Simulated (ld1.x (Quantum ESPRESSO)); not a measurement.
## BP86 TM dataset for Be (Z = 4), non-relativistic all-electron reference.

* Element: beryllium (Be)
* Generator: ld1.x (Quantum ESPRESSO) 7.5
* Type: norm-conserving Troullier–Martins (Kleinman–Bylander form)
* Functional: BP86
* Relativity: non-relativistic
* Frozen core: none
* Valence charge: 4
* Reference configuration: 1s2 2s2 2p0
* Partial waves: 1s (bound): rc 0.40 bohr; 3d channel at 0.35 Ry: rc 3.40 bohr; 2p (bound, empty): rc 4.20 bohr
* Local potential: the p channel
* Core correction: none

Occupied shells without a wave of their own: 2s. They enter only through the test configuration that unscreens the potential.

All-electron outer shells of the reference configuration (BP86, non-relativistic, ld1.x):

| shell | level (eV) | outermost node (bohr) | outermost maximum (bohr) |
| --- | --- | --- | --- |
| 1s | -106.44 | – | 0.27 |
| 2s | -5.70 | 0.59 | 2.04 |
| 2p | -2.09 | – | 2.31 |

**Question.** Does the generator finish with these settings?

**Answer.** Yes, a potential is produced.

**Question.** What does a ghost test show?

**Answer.** No extra level below or beside the all-electron valence levels (s, d, p, f tested). The logarithmic derivative shows an extra or strongly shifted pseudo pole above the reference energy (d near 2.13 Ry).

**Question.** Tests: 1s2 2s1 2p0; 1s2 2s0 2p0; 1s2 2s1.5 2p0; 1s2 2s0 2p2; 1s1 2s2 2p0; 1s2 2s1 2p1; 1s2 2s0 2p1. Which has the largest error in its energy relative to the reference configuration, and how large is it?

**Answer.** 1s2 2s0 2p1, with -1828 meV (all-electron minus pseudo) on +13.59 eV.
